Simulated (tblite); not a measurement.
C4H7NOP (charge +1).
Atom-mapped SMILES: `[NH2:1][PH2+:2][c:3]1[cH:4][cH:5][o:6][cH:7]1` (hydrogens: H8, H9 on N1; H10, H11 on P2; H12 on C4; H13 on C5; H14 on C7)

Structure used (GFN2-xTB), in Å, numbered top down from 1:
```xyz
14
C4H7NOP angstrom
N      2.3839   -0.3886    0.2812
P      1.3349    0.5633   -0.5330
C     -0.3129    0.0445   -0.1812
C     -1.4983    0.8370   -0.2716
C     -2.5134   -0.0011    0.0674
O     -2.0428   -1.2232    0.3490
C     -0.7339   -1.2156    0.2013
H      3.3723   -0.3239    0.0598
H      2.2249   -0.5371    1.2727
H      1.4263    1.9237   -0.2789
H      1.6881    0.4162   -1.8563
H     -1.5677    1.8700   -0.5434
H     -3.5716    0.1566    0.1435
H     -0.1906   -2.1222    0.3875
```

Computed values, GFN2-xTB/tblite, gas phase, harmonic and unscaled. The method is semi-empirical: single wavenumbers can be off by several per cent or more. Modes of hydrogen on phosphorus can be 10 to 20 % off. One conformer, not necessarily the lowest.

Harmonic wavenumbers (cm⁻¹): 48.8, 130.1, 184.3, 275.9, 322.8, 478.7, 562.7, 574.2, 615.5, 638.4, 755.6, 780.3, 811.3, 825.9, 828.5, 852.2, 906.7, 942.9, 985.7, 1033.5, 1042.6, 1075.4, 1140.8, 1194.1, 1263.8, 1338.8, 1397.5, 1437.4, 1512.3, 2336.8, 2419.7, 3162.4, 3172.6, 3192.2, 3352.5, 3380.5.

A = 6073, B = 1396, C = 1170 MHz; mass 116.027 u (most abundant isotopes); point group C1, symmetry number 1.

Problem. Zero-point energy?

Solution. Half the sum of the wavenumbers: 22487 cm⁻¹ = 269.00 kJ/mol.

Problem. Give the ideal-gas entropy at 273.15 K and 1 bar in the rigid-rotor, harmonic-oscillator model (classical rotation).

Solution. Translation 166.32, rotation 115.53, vibration 65.58: S = 347.4 J/(mol K).

Problem. And Cp and H(273.15 K) − H(0)?

Solution. Cp = 114.75 J/(mol K), of which vibrations give 81.50 (their classical limit is 36 R = 299.3); H(273.15 K) − H(0) = 19.01 kJ/mol without the zero-point energy, 9.92 from vibrations.

Problem. How do the functions run with temperature in this model?

Solution. 
| T (K) | S (J/(mol K)) | Cp (J/(mol K)) | H − H(0) (kJ/mol) | G − H(0) (kJ/mol) | ln q(vib) |
| --- | --- | --- | --- | --- | --- |
| 150 | 293.6 | 71.1 | 7.67 | -36.37 | 1.66 |
| 250 | 337.7 | 106.0 | 16.45 | -67.97 | 3.15 |
| 298.15 | 357.9 | 124.1 | 21.99 | -84.71 | 3.92 |
| 400 | 399.4 | 158.9 | 36.46 | -123.29 | 5.65 |
| 600 | 473.8 | 207.5 | 73.51 | -210.79 | 9.21 |
| 900 | 566.8 | 249.6 | 142.69 | -367.39 | 14.43 |

q(vib) and H(0) count from the zero-point level.

Problem. What must be added to the electronic energy to get the Gibbs energy at 273.15 K and 1 bar?

Solution. ZPE + [H(273.15 K) − H(0)] − T·S = 269.00 + 19.01 − 94.90 = 193.11 kJ/mol.

Problem. Which modes carry the vibrational entropy at 273.15 K?

Solution. 48.8 cm⁻¹: 19.63; 130.1 cm⁻¹: 11.62; 184.3 cm⁻¹: 8.88; 275.9 cm⁻¹: 5.90; 322.8 cm⁻¹: 4.84; 478.7 cm⁻¹: 2.53 J/(mol K); the other 30 give 12.19 together.

Problem. Blend soft modes into free rotors: weight 1/[1 + (100 cm⁻¹/ν̃)⁴] for the oscillator and the rest for a rotor with moment μB/(μ + B), μ = h/(8π²ν), B = 10⁻⁴⁴ kg m². What vibrational entropy results?

Solution. 60.56 J/(mol K) in place of 65.58, which changes −T·S at 273.15 K by +1.37 kJ/mol.

Hindered rotation and anharmonicity are outside this model. Other conformers, if any are populated, would add a mixing term that is left out. The structure is chiral; the term R ln 2 for an equal mix with its mirror image is left out.
